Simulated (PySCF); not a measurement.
The free ion Mn4+ in its d3 configuration.

Method (PySCF 2.14, density fitting): CASSCF(3,5) with orbitals averaged over all microstates of the shell, strongly contracted NEVPT2 on the averaged canonical orbitals; basis x2c-TZVPall; spin-free X2C; gas phase; spin-orbit coupling by state interaction with the mean-field operator over all roots.

Task: What is the ground state?

Result: 4F (S = 3/2, orbital degeneracy 7), by NEVPT2.

Task: List the excited states of the same spin.

Result: By NEVPT2: 4P at 17085 cm⁻¹ (585 nm).

Task: Which is the lowest state of another spin?

Result: 2G at 18698 cm⁻¹ by NEVPT2; CASSCF alone puts it at 20342 cm⁻¹ above the same ground state.

Task: What magnetic behaviour follows?

Result: The lowest spin-orbit level is 4-fold with J = 3/2; the next lies at 358.9 cm⁻¹. μeff is 2.28 μB at 300 K and 0.83 μB at 10 K; the free-ion value g_J√(J(J+1)) for the Hund's-rule level J = 3/2 is 0.77 μB.

The job took 1.7 s on one thread of AMD EPYC 9R45 96-Core Processor (shared host), with 48 basis functions, launched as `OMP_NUM_THREADS=1 python lf_run.py task.json out`.
